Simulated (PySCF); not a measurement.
H3O4S, SMILES O=S(O)(O)=[OH+], charge +1. Coordinates come from a PBE0-D3(BJ)/def2-SVP optimisation. The isomer is the one that the SMILES or the coordinates give; other isomers of the formula were not compared. The values are those of a single conformer.

Level of theory: PBE0-D3(BJ)/def2-SVP (PySCF).

Harmonic wavenumbers (cm⁻¹): 227, 228, 378, 405, 405, 493, 493, 497, 886, 972, 972, 1087, 1133, 1133, 1435, 3684, 3684, 3699. Rotational constants (GHz): 4.792, 4.720, 4.720; symmetry number 3.

Work out the zero-point energy and the ideal-gas rigid-rotor harmonic-oscillator thermochemistry at 298.15 K and 1 atm.

ZPE = ½ Σ hcν = ½ × 21811 cm⁻¹ = 130.46 kJ/mol. H − E(el) = 147.93 kJ/mol. Entropy in J/(mol K): translation 166.06, rotation 97.61, vibration 38.89, total 302.56. G − E(el) = 57.72 kJ/mol. Cp = 92.04 J/(mol K).
